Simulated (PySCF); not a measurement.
# From computed data to an observable: chemical shift, span and skew from a shielding tensor

C₄H₇ClSi, SMILES [SiH2](C)C=C=CCl. Atoms are numbered in the order given.

```xyz
13

C     -2.7008     0.9458     1.3078
Si    -1.6525    -0.6168     1.2272
C     -0.8727    -0.7892    -0.4824
C      0.4184    -0.6881    -0.6803
C      1.7158    -0.5808    -0.8215
Cl     2.5127     0.9578    -1.0983
H     -3.1736     1.0488     2.2978
H     -2.0804     1.8373     1.1259
H     -3.4997     0.9228     0.5494
H     -0.5538    -0.5798     2.2324
H     -2.5111    -1.8135     1.4800
H     -1.5251    -0.9549    -1.3536
H      2.3980    -1.4336    -0.7829
```
Charge 0, spin multiplicity 1.

The structure is a stationary point at B3LYP-D3(BJ)/def2-SVP. The structure was generated by enumeration; whether it is a known compound was not checked. One conformer was computed; it need not be the lowest.

GIAO shieldings from PBE/pcSseg-1 (PySCF), non-relativistic, no solvent. The symmetric part of the tensor of C3 has the principal values 0.1, 90.4, 162.7 ppm. The same nucleus in TMS has σ = 182.0 ppm at this level (PySCF, at its B3LYP-D3(BJ)/def2-TZVP geometry). Without spin–orbit terms, shifts of atoms bonded to Cl or Br come out too high.

### Question
Work out the isotropic shielding, the ¹³C shift against TMS, the span and the skew.

### Answer

σ(iso) = (σ11 + σ22 + σ33)/3 = 84.4 ppm. δ = σ(ref) − σ(iso) = 182.0 − (84.4) = 97.6 ppm.
Span Ω = σ33 − σ11 = 162.6 ppm. Skew κ = 3(σ(iso) − σ22)/Ω = -0.11. Tumbling in solution averages the tensor to δ; in a static solid the shielding alone would spread this spin-1/2 line over Ω.
